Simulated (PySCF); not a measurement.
**Excitation energy of S by level of theory**

S [Ne] 3s2 3p4 (3P) → S [Ne] 3s1 3p5 (3P), as a difference of total energies. Calculation: PySCF 2.14, in aug-cc-pwCVDZ; the non-relativistic Hamiltonian (point nucleus). Correlated levels: valence: [Ne] frozen. The calculations carry no spin-orbit coupling.

```tsv
method	excitation energy (eV)	error (eV)
UHF	11.470	+2.542
MP2 (valence)	10.351	+1.423
SCS-MP2 (valence)	10.203	+1.275
CCSD (valence)	9.264	+0.336
CCSD(T) (valence)	9.000	+0.072
CCSDT (valence)	8.991	+0.063
```

Reference: 8.928 eV (measured; NIST levels, between the centres of gravity of the two terms).

Errors of the correlated levels include the incompleteness of this basis and the frozen core.

The coupled-cluster amplitudes are large for the upper state (T1 above 0.03 or a double amplitude above 0.15), so a single reference is strained.
